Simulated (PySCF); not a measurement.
# Ionisation energy of Ir by level of theory

Ir [Xe] 4f14 5d7 6s2 (4F) → Ir⁺ [Xe] 4f14 5d7 6s1 (5F), as a difference of total energies. Calculation: PySCF 2.14, in ANO-RCC-VTZP (8s7p5d3f1g, 84 functions); scalar relativity by spin-free X2C-1e. Correlated levels: valence and next inner shell: [Kr] 4d10 4f14 frozen. The calculations carry no spin-orbit coupling.

| method | ionisation energy (eV) | error (eV) |
| --- | --- | --- |
| UHF | 7.035 | -1.891 |
| MP2 (valence and next inner shell) | 8.813 | -0.113 |
| SCS-MP2 (valence and next inner shell) | 8.854 | -0.072 |
| CCSD (valence and next inner shell) | 8.631 | -0.295 |
| CCSD(T) (valence and next inner shell) | 8.793 | -0.133 |

Reference: 8.926 eV (measured; NIST levels, between the centres of gravity of the two terms).

Errors of the correlated levels include the incompleteness of this basis and the frozen core.
